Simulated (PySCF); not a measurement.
C4H12O3Si2, SMILES C[SiH](C)/C=C/[Si](O)(O)O, GFN2-xTB optimised geometry.

```
21

Si    -2.34    -2.61     2.95
C     -4.16    -2.10     3.22
C     -2.27    -4.49     2.61
C     -1.65    -1.69     1.46
C     -0.69    -0.76     1.50
Si    -0.02     0.17     0.00
O      1.61     0.17     0.00
O     -0.51     1.73     0.00
O     -0.54    -0.51    -1.39
H     -1.55    -2.30     4.16
H     -4.76    -2.31     2.34
H     -4.60    -2.63     4.06
H     -4.24    -1.03     3.42
H     -1.25    -4.82     2.45
H     -2.68    -5.05     3.44
H     -2.84    -4.75     1.72
H     -2.07    -1.93     0.49
H     -0.27    -0.52     2.47
H      2.07     0.85     0.49
H     -1.39     1.93    -0.28
H     -0.11    -1.30    -1.69
```

Density from B3LYP/def2-SVP run with PySCF at that geometry.

Minimum of the electron density along straight lines between bonded atoms, close to the bond critical point (lines longer than 1.1 times the sum of covalent radii, or with two minima, are not listed):

```json
[
 {"bond": "Si1–C2", "length / Å": "1.906", "ρ at the minimum / e bohr⁻³": "0.110", "∇²ρ there / e bohr⁻⁵": "0.32", "position (fraction from the first atom)": "0.38"},
 {"bond": "Si1–C3", "length / Å": "1.905", "ρ at the minimum / e bohr⁻³": "0.110", "∇²ρ there / e bohr⁻⁵": "0.32", "position (fraction from the first atom)": "0.38"},
 {"bond": "Si1–C4", "length / Å": "1.887", "ρ at the minimum / e bohr⁻³": "0.113", "∇²ρ there / e bohr⁻⁵": "0.35", "position (fraction from the first atom)": "0.38"},
 {"bond": "C4–C5", "length / Å": "1.332", "ρ at the minimum / e bohr⁻³": "0.338", "∇²ρ there / e bohr⁻⁵": "?", "position (fraction from the first atom)": "0.50"},
 {"bond": "C5–Si6", "length / Å": "1.888", "ρ at the minimum / e bohr⁻³": "0.116", "∇²ρ there / e bohr⁻⁵": "0.34", "position (fraction from the first atom)": "0.62"},
 {"bond": "Si6–O7", "length / Å": "1.629", "ρ at the minimum / e bohr⁻³": "0.130", "∇²ρ there / e bohr⁻⁵": "1.08", "position (fraction from the first atom)": "0.41"},
 {"bond": "Si6–O8", "length / Å": "1.630", "ρ at the minimum / e bohr⁻³": "0.130", "∇²ρ there / e bohr⁻⁵": "1.07", "position (fraction from the first atom)": "0.41"},
 {"bond": "Si6–O9", "length / Å": "1.629", "ρ at the minimum / e bohr⁻³": "0.130", "∇²ρ there / e bohr⁻⁵": "1.08", "position (fraction from the first atom)": "0.41"},
 {"bond": "Si1–H10", "length / Å": "1.474", "ρ at the minimum / e bohr⁻³": "0.115", "∇²ρ there / e bohr⁻⁵": "0.33", "position (fraction from the first atom)": "0.49"},
 {"bond": "C2–H11", "length / Å": "1.087", "ρ at the minimum / e bohr⁻³": "0.272", "∇²ρ there / e bohr⁻⁵": "-0.97", "position (fraction from the first atom)": "0.62"},
 {"bond": "C2–H12", "length / Å": "1.086", "ρ at the minimum / e bohr⁻³": "0.272", "∇²ρ there / e bohr⁻⁵": "-0.97", "position (fraction from the first atom)": "0.62"},
 {"bond": "C2–H13", "length / Å": "1.086", "ρ at the minimum / e bohr⁻³": "0.273", "∇²ρ there / e bohr⁻⁵": "-0.98", "position (fraction from the first atom)": "0.62"},
 {"bond": "C3–H14", "length / Å": "1.086", "ρ at the minimum / e bohr⁻³": "0.273", "∇²ρ there / e bohr⁻⁵": "-0.98", "position (fraction from the first atom)": "0.62"},
 {"bond": "C3–H15", "length / Å": "1.086", "ρ at the minimum / e bohr⁻³": "0.272", "∇²ρ there / e bohr⁻⁵": "-0.97", "position (fraction from the first atom)": "0.62"},
 {"bond": "C3–H16", "length / Å": "1.087", "ρ at the minimum / e bohr⁻³": "0.272", "∇²ρ there / e bohr⁻⁵": "-0.97", "position (fraction from the first atom)": "0.62"},
 {"bond": "C4–H17", "length / Å": "1.086", "ρ at the minimum / e bohr⁻³": "0.278", "∇²ρ there / e bohr⁻⁵": "-1.02", "position (fraction from the first atom)": "0.63"},
 {"bond": "C5–H18", "length / Å": "1.084", "ρ at the minimum / e bohr⁻³": "0.278", "∇²ρ there / e bohr⁻⁵": "-1.02", "position (fraction from the first atom)": "0.62"},
 {"bond": "O7–H19", "length / Å": "0.952", "ρ at the minimum / e bohr⁻³": "0.356", "∇²ρ there / e bohr⁻⁵": "-2.44", "position (fraction from the first atom)": "0.82"},
 {"bond": "O8–H20", "length / Å": "0.952", "ρ at the minimum / e bohr⁻³": "0.356", "∇²ρ there / e bohr⁻⁵": "-2.44", "position (fraction from the first atom)": "0.82"},
 {"bond": "O9–H21", "length / Å": "0.952", "ρ at the minimum / e bohr⁻³": "0.356", "∇²ρ there / e bohr⁻⁵": "-2.44", "position (fraction from the first atom)": "0.82"}
]
```

Fill in the missing entries.


- C4–C5, ∇²ρ there / e bohr⁻⁵: -0.89
